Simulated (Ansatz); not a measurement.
Stepwise reaction of `F[SiH2][O][GeH3]` with hydrogen chloride, as a gas-phase model of exchange steps in deposition or etching. ΔE in kJ/mol; ΔG adds harmonic PBE0-D4 terms to CCSD(T)/CBS, at 1 bar.

Calculated with Ansatz (gas phase, PBE0-D4/def2-TZVP geometries, no zero-point term in ΔE). CBS: MP2 limit from def2 TZ/QZ plus the TZ coupled-cluster correction, frozen cores. This one scheme is used for every species. Functionals use def2-TZVPP. B3LYP here is the variant with VWN-RPA as its local correlation; programs differ in this. For Ge outer-core shells are correlated without core-valence functions, which leaves a few kJ/mol of doubt a bond. Scalar relativity is left out up to krypton. One conformer a species, not always the lowest.

| step | reaction | PBE-D4 | B3LYP-D4 | ωB97M-V | CCSD(T)/CBS | ΔG(400 K) |
| --- | --- | --- | --- | --- | --- | --- |
| 1 | `F[SiH2][O][GeH3]` + HCl → `F[SiH](Cl)[O][GeH3]` + H₂ | -96.9 | -95.5 | -97.9 | -95.7 | -91.3 |

Q: Give the row of step 2, `F[SiH](Cl)[O][GeH3]` + HCl → `F[Si](Cl)(Cl)[O][GeH3]` + H₂. (Best estimate.)

A: The calculation gave: 
| step | reaction | PBE-D4 | B3LYP-D4 | ωB97M-V | CCSD(T)/CBS | ΔG(400 K) |
| --- | --- | --- | --- | --- | --- | --- |
| 2 | `F[SiH](Cl)[O][GeH3]` + HCl → `F[Si](Cl)(Cl)[O][GeH3]` + H₂ | -78.0 | -76.8 | -78.5 | -76.7 | -74.0 |

Q: By hand: ΔE of the 2 steps together at CCSD(T)/CBS.

A: (-95.7) + (-76.7) = -172.4 kJ/mol, or -86.2 kJ/mol a step.

In ΔE each step is higher than the one before. All are downhill at CCSD(T)/CBS. ΔG lies between -91.3 and -74.0 kJ/mol a step. PBE-D4 differs from CCSD(T)/CBS by -1.3 to -1.2 kJ/mol a step. Isolated molecules leave out the surface, adducts and barriers. Largest T1 diagnostic: 0.012.
